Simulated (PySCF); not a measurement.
C3H9Hf, SMILES [CH3][Hf]([CH3])[CH3] (connectivity only; charge and spin as stated), neutral, multiplicity 2.

The structure is a stationary point at PBE0-D3(BJ)/def2-SVP. The spin state was assumed, not searched. The def2 effective core potentials stand for the cores of Hf; spin–orbit coupling is left out.

Level of theory: TDA-PBE/def2-SVPD (PySCF 2.14.0).

Vertical excitations; the highest root listed may be one member of a degenerate set. The molecule is in vacuum.

| state | energy (eV) | λ (nm) | f | main pairs |
|---|---|---|---|---|
| root 1 | 1.70 | 729 | 0.001 | α HOMO→LUMO (degenerate set) |
| root 2 | 1.70 | 729 | 0.001 | α HOMO→LUMO+1 (degenerate set) |
| root 3 | 2.81 | 441 | 0.008 | α HOMO→LUMO+3 (degenerate set) |
| root 4 | 2.81 | 441 | 0.008 | α HOMO→LUMO+4 (degenerate set) |
| root 5 | 3.10 | 400 | 0.192 | α HOMO→LUMO+2 97 % |
| root 6 | 3.71 | 334 | 0.022 | α HOMO→LUMO+5 98 % |
| root 7 | 3.74 | 331 | 0.004 | β HOMO−1→LUMO (degenerate set) |
| root 8 | 3.74 | 331 | 0.004 | β HOMO→LUMO (degenerate set) |
| root 9 | 4.07 | 305 | 0.023 | α HOMO→LUMO+7 (degenerate set) |
| root 10 | 4.07 | 305 | 0.023 | α HOMO→LUMO+6 (degenerate set) |
Unrestricted roots are not spin-pure.
